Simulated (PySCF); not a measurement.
# ISe₂⁻ at several levels of theory

All levels use the PBE0 minimum (singlet; I–Se 2.520 Å (×2); Se–I–Se 117.3°), basis [I def2-SVPD with ECP28, Se def2-SVPD], scalar-relativistic core potentials, density fitting, no spin–orbit coupling, PySCF. For vertical energies the ionised species is a doublet (spins chosen at PBE0 and kept). Open shells are unrestricted, also as the reference of the correlated levels. Dipoles are about the centre of mass. A dash marks a value that was not computed or is not defined at that level.

```tsv
level	vertical detachment energy (eV)	−ε(HOMO) (eV)	gap (eV)	dipole (D)
PBE0	3.16	1.43	2.64	2.81
HF	3.18	3.80	7.71	2.74
MP2	3.08	–	–	–
PBE	2.82	0.39	0.91	2.79
B3LYP	?	?	?	?
r2SCAN	2.98	0.59	1.17	2.84
TPSSh	3.01	0.88	1.73	2.81
TPSS	2.88	0.47	1.06	2.80
HSE06	?	?	?	?
```

Question: Fill in the row of B3LYP.

Answer: vertical detachment energy (eV) 3.09, −ε(HOMO) (eV) 1.22, gap (eV) 2.24, dipole (D) 2.85.

Question: Fill in the row of HSE06.

Answer: vertical detachment energy (eV) 3.12, −ε(HOMO) (eV) 1.04, gap (eV) 1.89, dipole (D) 2.81.

The lowest empty level of this anion is unbound, so it and the gap depend on the basis.
